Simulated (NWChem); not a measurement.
System: MgSi$_{2}$H$_{6}$; SMILES [SiH3][Mg][SiH3]

Results from NWChem. The level has its own optimisation; frequencies are unscaled.

Task: What does the run give for PBE-D3(BJ)/def2-SVP? Quantities: r Mg–Si (Å); r H–Si (Å); highest harmonic frequency (cm⁻¹); lowest (cm⁻¹); zero-point energy (kcal/mol).

Result: 
```
Quantity                           Result
---------------------------------  ------
r Mg–Si (Å)                         2.593
r H–Si (Å)                          1.513
highest harmonic frequency (cm⁻¹)    2122
lowest (cm⁻¹)                           1
zero-point energy (kcal/mol)         28.8
```
